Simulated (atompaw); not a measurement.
**Reading a pseudo-wave (Er)**

Columns: radius, all-electron u(r) and pseudo u(r) of the 5p shell (level -26.53 eV) of erbium in the configuration [Kr] 4d10 4f12 5s2 5p6 5d0 6s2 6p0; LDA (PW92), scalar-relativistic, PAW (atompaw) scheme, atompaw 4.2.0.5.

| r (bohr) | all-electron | pseudo |
| --- | --- | --- |
| 0.096 | 0.0585 | 0.0081 |
| 0.192 | 0.2734 | 0.0320 |
| 0.288 | -0.1486 | 0.0707 |
| 0.385 | -0.4460 | 0.1230 |
| 0.481 | -0.4272 | 0.1856 |
| 0.577 | -0.2094 | 0.2561 |
| 0.673 | 0.0769 | 0.3314 |
| 0.769 | 0.3508 | 0.4082 |
| 0.865 | 0.5759 | 0.4832 |
| 0.962 | 0.7431 | 0.5539 |
| 1.058 | 0.8521 | 0.6160 |
| 1.154 | 0.9132 | 0.6678 |
| 1.250 | 0.9363 | 0.7074 |
| 1.346 | 0.9307 | 0.7335 |
| 1.442 | 0.9043 | 0.7457 |
| 1.538 | 0.8638 | 0.7441 |
| 1.635 | 0.8137 | 0.7295 |
| 1.731 | 0.7589 | 0.7037 |
| 1.827 | 0.7018 | 0.6687 |
| 1.923 | 0.6446 | 0.6267 |
| 2.019 | 0.5887 | 0.5803 |
| 2.115 | 0.5350 | 0.5318 |
| 2.212 | 0.4838 | 0.4829 |
| 2.308 | 0.4366 | 0.4364 |
| 2.404 | 0.3927 | 0.3927 |
| 2.500 | 0.3525 | 0.3525 |

How many radial nodes do the two functions have?

The all-electron 5p function has n − l − 1 = 3 (the table is too coarse to show those close to the nucleus); the pseudo-wave has 0, since the states of the same l below it are removed with the core.

Where does each function peak?

Outermost all-electron maximum near 1.25 bohr, pseudo maximum near 1.44 bohr (to the table’s step).

Is the pseudo-wave norm-conserving?

No, it belongs to a PAW set: the norm inside the radius is not constrained, and the difference is carried by the augmentation charge.
